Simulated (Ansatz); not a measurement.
Molecule: CH$_{8}$OSi$_{2}$ (charge 0, singlet). 
Geometry from a B3LYP-D3(BJ)/def2-TZVP (Ansatz, a first-principles code) optimisation:
```xyz
12

C      2.4724    -0.1402     0.4071
Si     0.9669    -0.0118    -0.6795
O     -0.3766     0.0046     0.2655
Si    -2.0075     0.0786     0.3555
H      2.4476    -1.0560     1.0007
H      2.5327     0.7084     1.0912
H      3.3813    -0.1529    -0.1993
H      1.0077     1.2341    -1.4851
H      0.8918    -1.1671    -1.6082
H     -2.3986     0.0244     1.7806
H     -2.4995     1.3419    -0.2437
H     -2.6156    -1.0638    -0.3671
```

Parts of the frozen-core correlation energy in aug-cc-pV(T+d)Z (Ansatz, hartree). Frozen orbitals: 12; correlated occupied orbitals by spin: 13 and 13; virtual: 361 and 361. Spin-orbit coupling is left out. Non-relativistic.

```
term                            value
-------------------------  ----------
reference (HF)             -695.44140
MP2 opposite-spin            -0.54152
MP2 same-spin                -0.13847
CCSD correlation             -0.73122
(T)                          -0.02558
T1 diagnostic                   0.011
largest doubles amplitude       0.009
```
